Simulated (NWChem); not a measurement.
Molecule: C$_{2}$H$_{5}$NSi; SMILES C#C[SiH2]N

```xyz
9

C      0.2860    -2.3721     0.0417
C     -0.0302    -1.1969     0.0253
Si    -0.5241     0.5749    -0.0273
N      0.8950     1.5558     0.0011
H      0.5658    -3.4107     0.0619
H     -1.3250     0.9217     1.1824
H     -1.4094     0.7201    -1.2279
H      0.8296     2.5196     0.3070
H      1.6146     1.4412    -0.7034
```
Atoms are numbered in this order, from 1.

Computed with NWChem. Pople sets run with spherical d functions. All runs use the structure optimised with PBE0/def2-SVP. Level: M05-2X/6-31G* with SMD (1 M gas to 1 M solution), gas-phase geometry. Reactions with the solvent are ignored.

For solvent water:

```yaml
solvation free energy (kcal/mol): -1.9
cavity-dispersion-structure term (kcal/mol): 5.6
```

Question: How do the values read with solvent chloroform instead?

Answer: 
| Item | Result |
|---|---|
| solvation free energy (kcal/mol) | -4.2 |
| cavity-dispersion-structure term (kcal/mol) | 1.6 |
